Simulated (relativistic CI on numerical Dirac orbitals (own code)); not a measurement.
What each ingredient does to the levels of Pt⁵⁸⁺

Base calculation: Dirac-Coulomb-Breit CI, separate exchange-only KLI orbitals for each configuration, model QED (radiative potential, 1s self-energy scaled to tabulated hydrogen-like ionisation energies), unscaled Slater integrals.

Configuration list (outside the closed core [Ne]): 3s2 3p6 3d2, 3s2 3p5 3d3, 3s 3p6 3d3, 3s2 3p6 3d 4s, 3s2 3p6 3d 4p, 3s2 3p6 3d 4d, 3s2 3p5 3d2 4s, 3s2 3p6 3d 4f, 3s2 3p5 3d2 4p, 3s2 3p5 3d2 4d, 3p6 3d4, 3p5 3d5, 3p5 3d4 4s, 3p6 3d3 4s, 3p5 3d3 4s2. Double excitations out of closed p, d and f shells are left out; levels of such configurations are missing from the list, as are those of other unlisted configurations, and high levels can miss mixing partners. These lack a partner that the ground configuration has and come out too high: 3s2 3p5 3d2 4p, 3s2 3p5 3d2 4d.

Variants: (1) Breit term removed; (2) only the first configuration. Shifts of the energy above 3s2 3p6 3d2 3F_2, in eV, for the lowest level and the first level of each name with at least 55 % of one term (blank where a level changes its place among those of its configuration and J or its character, or is not in the variant):

| Level | Base | Δ(1) | Δ(2) |
| --- | --- | --- | --- |
| 3s2 3p6 3d2 3F_2 | 0.000 | 0.000 | 0.000 |
| 3s2 3p6 3d2 3P_0 | 26.084 | -1.086 | +0.307 |
| 3s2 3p6 3d2 3F_3 | 93.224 | +2.365 | -0.090 |
| 3s2 3p6 3d2 1G_4 | 108.322 | +3.353 | -0.018 |
| 3s2 3p6 3d2 3P_1 | 110.164 | +1.160 | +0.388 |
| 3s2 3p6 3d2 3F_4 | 195.338 | +4.920 | -0.052 |
| 3s2 3p6 3d2 1S_0 | 231.748 | +2.696 | +0.199 |
| 3s2 3p5 3d3 3I°_7 | 488.636 | +9.485 |  |
| 3s2 3p5 3d3 3P°_1 | 490.149 | +5.423 |  |

At this charge energies of transitions that change n are usually good to better than 1 %, and those within a shell (Δn = 0) to a few per cent.

Ionisation energy from the two ground configurations alone: base 5958.81 eV; Breit term removed 5964.06 eV. The NIST ASD value (theoretical) is 5959 eV.

LS names give the leading component of a level, which can be under half, so a name can repeat, a term be missing and a line seem to break the LS rules.
